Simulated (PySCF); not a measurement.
**Cost of excited-state runs on SMILES C=C(C)C(=C)C(C)=S, C7H10S**

Atoms are numbered as in `[CH2:1]=[C:2]([CH3:3])[C:4](=[CH2:5])[C:6]([CH3:7])=[S:8]` (H(Xn): hydrogen on atom n). Ha(C5) is cis to C2; Ha(C1) is cis to C3; Hb(C5) is trans to C2; Hb(C1) is trans to C3.

PySCF with density fitting, on 1 thread of an Arm Neoverse V2, shared host. Command: `OMP_NUM_THREADS=1 python excited_run.py task.json out`

Question: How long does each of these runs take, and how much memory?
- open-shell absorption, PBE50/def2-SVP; 8 states; spin flip; reference multiplicity 3
- open-shell absorption, TPSSh/6-31G; spin flip; reference multiplicity 3; 10 states; Tamm-Dancoff; IEF-PCM acetone

Answer: 
| run | level | basis functions | wall time | peak memory (GiB) |
| --- | --- | --- | --- | --- |
| open-shell absorption | PBE50/def2-SVP | 166 | 27 s | 0.6 |
| open-shell absorption | TPSSh/6-31G | 96 | 23 s | 0.67 |

Times from a shared host are rough.
